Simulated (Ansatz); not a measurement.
Coupled-cluster run, CH$_{2}$NSn (`N#[C][SnH2]`) radical.

```yaml
crystal:
  periodic: [false, false, false]
  atoms:
    - {symbol: N, position_ang: [0.833754, -1.535681, 1.665645]}
    - {symbol: C, position_ang: [0.506019, -0.851546, 0.795963]}
    - {symbol: Sn, position_ang: [0.009632, 0.331063, -0.886257]}
    - {symbol: H, position_ang: [-1.648459, 0.038190, -1.184027]}
    - {symbol: H, position_ang: [0.348953, 1.944374, -0.432625]}
basis:
  gaussian: {orbitals: def2-SVP}
magnetization: {spin_polarized: true, initial_magnetization: 1}
correlation: {method: ccsd_t}
scf: {omitted_lower_state_checks: [cluster_reference]}
```

```sh
$ ansatz run in.yaml --threads 2 --pin off --events-out ev --progress --plain
```

Output of Ansatz, abridged:

```
Functional definition: HF
732 factors; integrals over basis functions are off by at most 4.8e-4 eV
mean field evaluation 1: about -8342.8091 eV, gradient 2.1e1 eV
mean field evaluation 2: about -8342.8201 eV, gradient 2.1e1 eV
mean field evaluation 4: about -8345.7716 eV, gradient 2.7e0 eV
mean field evaluation 8: about -8345.8663 eV, gradient 1.6e-1 eV
mean field evaluation 16: about -8345.5341 eV, gradient 2.1e0 eV
mean field -8345.86943887 eV, -306.7050448450 hartree, gradient 1.3e-6 eV, S^2 0.773069; 2 other end points of the search recorded, 0 dependent functions left out
6 core orbitals not correlated: weight in the atoms' cores, before any rotation towards them, 1.000 or more for the frozen orbitals, at most 0.000 for the correlated occupied ones
reference -8345.86943887 eV, -306.7050448450 hartree; 13, 12 occupied and 45, 46 virtual orbitals, 732 factors
second order -10.10409911 eV of doubles, -0.00000000 eV of singles
cycle   1  -10.19843179 eV  change   -9.4e-2 eV  update   9.9e-2
cycle   2  -10.63407181 eV  change   -4.4e-1 eV  update   3.4e-2
cycle   3  -10.74182421 eV  change   -1.1e-1 eV  update   1.8e-2
cycle   4  -10.74731026 eV  change   -5.5e-3 eV  update   6.6e-3
cycle   5  -10.74936660 eV  change   -2.1e-3 eV  update   3.2e-3
cycle   6  -10.74888834 eV  change    4.8e-4 eV  update   1.4e-3
cycle   7  -10.74925964 eV  change   -3.7e-4 eV  update   4.9e-4
cycle   8  -10.74937332 eV  change   -1.1e-4 eV  update   1.8e-4
cycle   9  -10.74928845 eV  change    8.5e-5 eV  update   6.1e-5
cycle  10  -10.74927649 eV  change    1.2e-5 eV  update   2.4e-5
perturbative correction -0.43428879 eV, -0.0159598185 hartree
Total energy: -8357.05300415 eV, -307.1160332885 hartree
Checks for a lower state left out: cluster_reference
```

It took 3.7 s on 2 threads of a server CPU on a shared host, with 0.3 GiB of host memory at the peak.

MP2 recovers 90.3 % of the CCSD(T) correlation energy and the triples give 3.9 %; T1 = 0.0155.
